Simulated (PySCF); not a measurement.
**How methods differ on the excitation energy of Nb**

Nb [Kr] 4d4 5s1 (6D) → Nb [Kr] 4d3 5s1 5p1 (high-spin determinant), as a difference of total energies. Computed with PySCF 2.14 in x2c-TZVPPall (8s6p6d2f1g, 79 functions), with scalar relativity by spin-free X2C-1e. Correlated levels: valence and next inner shell: [Ar] 3d10 frozen. The calculations carry no spin-orbit coupling.

| method | excitation energy (eV) |
| --- | --- |
| UHF | 1.534 |
| MP2 (valence and next inner shell) | 2.398 |
| SCS-MP2 (valence and next inner shell) | 2.053 |
| CCSD (valence and next inner shell) | 2.212 |
| CCSD(T) (valence and next inner shell) | 2.255 |

Q: How much does correlation contribute at CCSD(T) (valence and next inner shell)?

A: 2.255 − (1.534) = 0.721 eV, measured against UHF.

The basis was made for the ground configuration and has no added diffuse functions, so the excitation energy can come out too high.

The determinant of the upper state mixes LS terms, which raises its energy above the lowest term, most at the Hartree-Fock and MP2 levels.
